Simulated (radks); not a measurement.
Values are calculated unless marked as measured or tabulated.
Task: Orbital eigenvalues (eV) of the praseodymium ion Pr+, [Xe] 4f3 6s1, of relativity; Dirac values are averaged over j with weights 2j + 1. Spin-unpolarised spherical Kohn-Sham, BLYP, point nucleus unless stated (finite: rms radius 4.8919 fm), a radial shooting solver on a logarithmic mesh with Libxc functionals. A level marked "c x" has the speed of light scaled by that factor and shares open shells by 2j + 1; other Dirac levels either fill j = l - 1/2 first or share by 2j + 1.

shell  non-rel.
2s      -6199.6
2p      -5870.4
3s      -1338.1
3p      -1195.0
3d      -928.41
4s      -266.74
4p      -213.00
4d      -118.56
5s      -40.673
5p      -26.549
4f      -9.5063
6s      -7.6901

Give the values at the level "Dirac, c x 0.75".

Result: 
shell  Dirac, c x 0.75  change of magnitude (%)
2s             -7231.9                   +16.65
2p             -6187.6                    +5.40
3s             -1567.6                   +17.15
3p             -1270.7                    +6.33
3d             -906.33                    -2.38
4s             -319.81                   +19.90
4p             -228.99                    +7.50
4d             -113.81                    -4.01
5s             -48.851                   +20.11
5p             -28.014                    +5.52
4f             -5.1145                   -46.20
6s             -8.5704                   +11.45
